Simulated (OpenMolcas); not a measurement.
Ni3+ (d7) among equal point charges was computed by CASSCF with the d shell active (OpenMolcas, ANO-RCC-VTZP on the metal). Its lowest spin-free states, and all those of the highest spin:

| 2S+1 | Degeneracy | E (cm-1) |
| --- | --- | --- |
| 4 | 1 | 0.0 |
| 4 | 3 | 1185 |
| 4 | 3 | 2124 |
| 2 | 2 | 22887 |
| 4 | 3 | 22894 |
| 2 | 3 | 22944 |
| 2 | 1 | 22960 |
| 2 | 3 | 23283 |
| 2 | 3 | 29609 |
| 2 | 3 | 30018 |
| 2 | 2 | 30555 |
| 2 | 3 | 30586 |

Question: Is the site octahedral, tetrahedral or cube-like, axial, or of lower symmetry?

Answer: The states with 2S+1 = 4 have orbital degeneracies 1, 3, 3, 3. Threefold states need a cubic site. For d7 at this spin an octahedron puts the threefold T1 below the threefold T2 and a tetrahedron or cube puts the single A2 below the threefold T2, so the site is a tetrahedron or a cube, which this pattern cannot tell apart. The first gap at this spin, 1190 cm-1, is |10Dq| in ligand-field theory. The run had Ni3+ among 4 point charges of -1.62 e arranged as a tetrahedron (Td), 1.82 Å from the ion.

Without dynamic correlation the repulsion within the d shell is too large (B by tens of per cent), so at a given field states of lower spin stand too high. The ground term spreads over less than 5000 cm-1, several times less than with real ligands, so orbital moments are less quenched and χT lies further from the spin-only value than at real sites. Point charges carry no covalency, so the field is a model and not that of real ligands. No measured value stands beside these numbers.
